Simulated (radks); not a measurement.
Neutral xenon inside a hard spherical wall (all orbitals vanish at R), configuration held at [Xe] and not refilled when levels cross. All-electron calculation, scalar-relativistic Kohn-Sham, PBE, spin-polarised, spherical densities, finite nucleus; Fermi nuclear charge, rms radius 4.7859 fm. Program: a radial shooting solver on a logarithmic mesh with Libxc functionals. Eigenvalues in eV for spin up, with the zero of energy where the potential of the charges vanishes at infinity; a dash marks a level that is unbound or too diffuse for the functional's potential to be trusted. A positive occupied level is held by the wall or, in an anion where self-interaction has pushed it up, behind a barrier. The pressure on the wall is -dE/dV.

R (bohr),E (hartree),kinetic (hartree),e(4p),e(4d),e(5s),e(5p),"e(6s, empty)","e(5d, empty)",pressure (GPa)
free,-7447.03737,7830.781,-141.27,-59.384,-19.740,-8.235,-,-,0
20,-7447.03737,7830.781,-141.27,-59.384,-19.740,-8.235,-,-,< 0.0001
15,-7447.03737,7830.781,-141.27,-59.384,-19.740,-8.235,-,-,< 0.0001
12,-7447.03737,7830.781,-141.27,-59.384,-19.740,-8.235,-0.331,1.544,< 0.0001
10,-7447.03734,7830.782,-141.27,-59.381,-19.737,-8.232,-0.040,1.923,0.00135
8,-7447.03654,7830.791,-141.22,-59.331,-19.695,-8.192,0.880,2.671,0.0468
7,-7447.03349,7830.818,-141.08,-59.195,-19.583,-8.082,2.041,3.389,0.285
6,-7447.01924,7830.929,-140.62,-58.747,-19.227,-7.720,4.463,4.683,1.82
5,-7446.95105,7831.372,-139.20,-57.341,-18.143,-6.550,10.067,7.406,12.8
4,-7446.60227,7833.237,-134.83,-53.076,-14.812,-2.675,24.955,14.313,106
3,-7444.57681,7841.873,-121.97,-40.703,-3.115,11.652,72.056,36.061,1170
